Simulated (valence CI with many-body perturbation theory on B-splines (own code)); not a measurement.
Results of a calculation; reference values are marked as such.
Sb XVIII: magnetic and hyperfine properties of the levels

Level of theory: configuration interaction combined with many-body perturbation theory (CI+MBPT): six valence electrons over a frozen Dirac-Fock core [Ar] 3d10, a basis of 9 s, 9 p, 8 d, 6 f, 3 g, 1 h functions for each j, with the one-electron correlation potential Σ1, the two-electron term Σ2, the three-electron term Σ3, Breit, model QED; selected CI, second order for the rest, scaled by the run's own slope (own B-spline code, finite nucleus).

No measured spectrum was set against this ion. As an estimate, levels hold to about 250 cm⁻¹ or 0.2 % of their energy and the worst to 1 %, as in measured heavy ions of charge 2 to 7; those with d or f electrons hold less well. Among the levels kept, up to 1100 cm⁻¹ of a level comes from second order outside the variational space, and about a tenth of that is noise between levels of different J, which matters for small intervals.

A/g_I is the dipole constant over the nuclear g factor μ/I (μ in nuclear magnetons, uniformly magnetised nucleus), B/Q the quadrupole constant per barn. Both hold the static response of the core; the bare values leave it out. Large factors of s and p1/2 electrons are usually good to 5 to 10 %; those of open d and f shells near neutrality can be off by tens of per cent, and small factors of p3/2, d and f electrons come from cancelling terms and can be off by a factor of two or in sign, in half-filled shells by more. B is blank for J = 1/2, where it vanishes, and for nearly pure S terms. Energies count from the lowest level. Levels with J = 0 are left out.

Names give the largest LS component (configuration and term), which can be under half, so a name can repeat, a term be missing and a line seem to break the LS rules; names also repeat where a configuration has a term twice. Letters in brackets count levels of one name in rising energy.

```
               Level  E (cm⁻¹)      g  A/g_I (MHz)  A/g_I bare  B/Q (MHz/b)  B/Q bare
        4s2 4p4 3P_2         0  1.392        10200        9510         7580      7160
        4s2 4p4 3P_1     83490  1.500        -2980       -3010        -9760     -9210
        4s2 4p4 1D_2    104730  1.107        24200       22900       -27200    -25700
        4s 4p5 3P°_2    446540  1.499        56200       53400       -18200    -17200
        4s 4p5 3P°_1    481820  1.383        -3530       -3390         4150      3930
        4s 4p5 1P°_1    579220  1.119        90000       85600       -11100    -10400
4s2 4p3 4d 5D°_2 [a]    586540  1.110         6690        6340        -1430     -1350
    4s2 4p3 4d 5D°_3    591070  1.308         5180        4910         6370      6000
    4s2 4p3 4d 5D°_1    599130  1.400         2290        2190        -4880     -4590
    4s2 4p3 4d 5D°_4    604850  1.378         3300        3100         8020      7510
4s2 4p3 4d 5D°_2 [b]    618980  1.285         2250        2200        -6130     -5790
    4s2 4p3 4d 3G°_3    648090  1.099         4060        3910        14100     13300
4s2 4p3 4d 3D°_1 [a]    657690  0.688        13800       13300        -2290     -2170
4s2 4p3 4d 3F°_2 [a]    660480  0.958        16700       15900       -17300    -16300
4s2 4p3 4d 3F°_3 [a]    669670  1.140        13400       12700       -11300    -10600
4s2 4p3 4d 3D°_3 [a]    676430  1.193         1610        1560         7940      7470
    4s2 4p3 4d 3G°_4    682580  1.186         6970        6680         7360      6920
4s2 4p3 4d 3D°_1 [b]    684930  0.662         2460        2540        -1580     -1510
4s2 4p3 4d 3F°_4 [a]    691850  1.204         8300        7930        11100     10500
    4s2 4p3 4d 1G°_4    703450  1.076        13300       12600        -3190     -3050
    4s2 4p3 4d 3G°_5    708810  1.199        11500       11000         3900      3640
4s2 4p3 4d 3F°_2 [b]    714080  0.935        17000       16300         9380      8850
4s2 4p3 4d 3P°_1 [a]    725910  1.308         7990        7780         1500      1420
    4s2 4p3 4d 3D°_2    742130  1.223        -5340       -4940        14500     13700
4s2 4p3 4d 3F°_2 [c]    750980  1.072         9700        9300         8660      8160
4s2 4p3 4d 3F°_3 [b]    753910  1.109        11400       10900         5200      4870
4s2 4p3 4d 3D°_3 [b]    762040  1.129        10900       10400         1310      1210
4s2 4p3 4d 3P°_2 [a]    768370  1.253        13900       13300         -990      -945
4s2 4p3 4d 3P°_1 [b]    769120  1.263         7620        7030        -7240     -6830
    4s2 4p3 4d 3S°_1    783690  1.679        15200       14500          456       437
4s2 4p3 4d 3D°_3 [c]    787480  1.212         4950        4690         6450      6090
4s2 4p3 4d 3F°_4 [b]    803040  1.201         5730        5500        -7120     -6760
4s2 4p3 4d 3P°_2 [b]    810580  1.238         2350        2270        14200     13400
    4s2 4p3 4d 1P°_1    814470  0.996         -936        -720         3360      3170
```

(1) Take the isotope of mass number 123, with I = 7/2, μ = 2.5457 μN and Q = -0.692 b. What is the hyperfine structure of 4s 4p5 3P°_2?

Results:

(1) From the table A = 40900 MHz, B = 12600 MHz. Shifts from the centre of gravity in MHz: F = 3/2: -361000, F = 5/2: -265000, F = 7/2: -126000, F = 9/2: 57100, F = 11/2: 289000.
